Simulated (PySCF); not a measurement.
Working out the ionisation energy of As⁺

As⁺ [Ar] 3d10 4s2 4p2 (3P) → As²⁺ [Ar] 3d10 4s2 4p1 (2P). Computed with PySCF 2.14 in def2-TZVP (6s5p4d1f, 48 functions), with no relativity, point nucleus. Frozen: [Ar] 3d10. Energies in hartree (1 hartree = 27.21139 eV):

```json
{"part": "UHF", "As⁺ (lower)": "-2233.846901", "As²⁺ (upper)": "-2233.186208"}
{"part": "CCSD correlation", "As⁺ (lower)": "-0.069776", "As²⁺ (upper)": "-0.054960"}
{"part": "(T)", "As⁺ (lower)": "-0.001697", "As²⁺ (upper)": "-0.000760"}
```

Question: What does Hartree-Fock give?

Answer: (-2233.186208) − (-2233.846901) = 0.660693 hartree = 17.978 eV.

Question: What do CCSD and CCSD(T) give?

Answer: The CCSD correlation energies differ by 0.014816 hartree = 0.403 eV and the triples by 0.000937 hartree = 0.025 eV, so CCSD gives 18.381 eV and CCSD(T) 18.406 eV.

Reference: 18.589 eV (measured; NIST Atomic Spectra Database, ionization energies), between the lowest levels; spin-orbit coupling is absent from the calculation.

The calculation is non-relativistic.

What remains against the reference includes basis incompleteness, the frozen core and higher excitations.
